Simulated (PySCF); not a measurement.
**Radial density of Ge(2+) (germanium, charge +2)**

UHF, [Ar] 3d10 4s2, closed-shell 1S. All numbers are calculated (PySCF 2.14, the spin-free X2C one-electron Hamiltonian (Gaussian nucleus), in cc-pVTZ-DK (6s5p3d1f, 43 functions)).

```
r (bohr)  4πr²ρ (e/bohr)
0.000790          0.2946
 0.00133          0.7291
 0.00223           1.767
 0.00376           4.136
 0.00632           9.153
  0.0106           18.34
  0.0179           30.92
  0.0301           39.27
  0.0506           34.70
  0.0851           33.45
   0.143           45.75
   0.241           30.02
   0.405           25.53
   0.681           23.85
    1.15           6.111
    1.93           1.531
    3.24          0.2305
    5.45        0.002008
```

Densities and radii are taken from the X2C orbitals without a picture-change correction, which distorts them close to the nucleus.
